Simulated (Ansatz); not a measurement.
A nudged elastic band was laid between two geometries of CH3LiOSi (7 atoms, charge 0, multiplicity 1).

Level of theory: RKS BLYP/def2-mTZVP in Ansatz.

- movable images: 7
- climbing image: yes
- spring: 5.0 eV/Å²
- optimiser: quadratic models (default)
- start path: through a guess of the saddle point
- force threshold: 0.05 eV/Å
- iteration limit: 60
- end points: relaxed

Initial state:

```xyz
7
Properties=species:S:1:pos:R:3
Li -1.367 -1.910 -1.158
C -0.297 -1.104 0.223
Si 0.406 0.443 0.431
O 0.305 1.740 -0.645
H -0.070 -1.762 1.078
H 1.235 1.036 1.522
H -0.211 1.557 -1.452
```

Final state:

```xyz
7
Properties=species:S:1:pos:R:3
Li -0.292 -2.463 1.251
C -0.467 -1.106 -0.107
Si 0.282 0.385 0.253
O 0.447 1.891 -0.499
H -1.008 -1.254 -1.051
H 1.025 0.593 1.527
H 0.014 1.954 -1.373
```

Task: Which bonds break or form, and what moves?

Result: No bond is made or broken. The dihedral Li1–C2–Si3–H6 goes from -180 to 1°.

Task: What energy profile does the band end with?

Result: The run converged. The highest image is number 4 of 0 to 8, 51.7 kJ/mol above the first end and 64.4 kJ/mol above the last; the last end lies 12.7 kJ/mol below the first. A vibrational analysis at the climbing image gives one clearly imaginary mode, 511i cm⁻¹: a first-order saddle point.

```tsv
image	path coordinate (Å)	energy (kJ/mol)	dihedral Li1–C2–Si3–H6 (°)
0	0.00	0.0	-180
1	0.61	2.4	-151
2	1.22	10.7	-123
3	1.83	27.6	-93
4	2.44	51.7	-82
5	3.11	23.4	-84
6	3.77	3.0	-60
7	4.44	-8.7	-31
8	5.11	-12.7	1
```

Task: What is the geometry of the highest image?

Result: 
```xyz
7
Properties=species:S:1:pos:R:3
Li -0.172 -2.156 -1.045
C -0.555 -0.968 0.414
Si 0.426 0.388 0.400
O 0.368 1.755 -0.588
H -1.388 -1.413 0.950
H 1.820 0.563 0.906
H -0.499 1.830 -1.038
```

Task: What are the harmonic wavenumbers there?

Result: 511i, 81, 161, 299, 444, 540, 588, 656, 771, 815, 958, 1086, 2138, 3147, 3615 cm⁻¹.

Run time: 2.7 min on 2 threads of Intel(R) Xeon(R) Platinum 8375C CPU @ 2.90GHz (Ice Lake), on a shared host, peak memory 0.19 GiB.
